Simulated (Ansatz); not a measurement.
Gas-phase electronic energies from Ansatz, PBE0-D4/def2-TZVP geometries. CBS: MP2 limit from def2 TZ/QZ plus the TZ coupled-cluster correction, frozen cores. This one scheme is used for every species, atoms too. DFT in def2-TZVPP. Open shells (•) are unrestricted, without spin–orbit coupling. Spin–orbit coupling would lower the free atoms: a little for B, C, O; clearly for Se. For Se outer-core shells are correlated without core-valence functions, so the limit isn't a true one: a few kJ/mol of doubt a bond, and 10 to 20 or more in all where bonds break to atoms. Scalar relativity is left out up to krypton. Each species was taken in one conformer, which may not be the lowest.

`C[Se]B(O)O` → B• + C• + 5 H• + 2 O• + Se•  (atomization)

| level | ΔE (kcal/mol) |
| --- | --- |
| PBE-D4 | 964.2 |
| ωB97X-V | 942.0 |
| CCSD(T)/def2-TZVPP | 919.1 |
| HF/CBS(def2) | 680.5 |

(1) What does CCSD(T)/CBS give? (Estimate.)

Largest T1 diagnostic among the species: 0.014.

Results:

(1) The calculation gave: +944.1 kcal/mol. The listed levels differ from it by 20.1, -2.1, -25.0, -263.6 kcal/mol.

The D4 term adds +7.8 kcal/mol with B3LYP and +4.0 kcal/mol with PBE0; it sums over pairs of atoms, weighted by their polarisabilities, and B3LYP, whose exchange is more repulsive, gets the larger term. In def2-TZVPP, CCSD(T) changes the Hartree–Fock value by +239.5 kcal/mol (the triples alone add +15.5 kcal/mol) and MP2 by +263.5 kcal/mol; breaking electron pairs costs correlation energy, which Hartree–Fock lacks.

B3LYP here is the variant with VWN-RPA as its local correlation; programs differ in this.

For atomizations the MP2-based limit and the directly extrapolated one differ by several kJ/mol either way, and by 10 to 25 for some Ge, Se and Sn compounds, so smaller differences from it don't rank the levels.
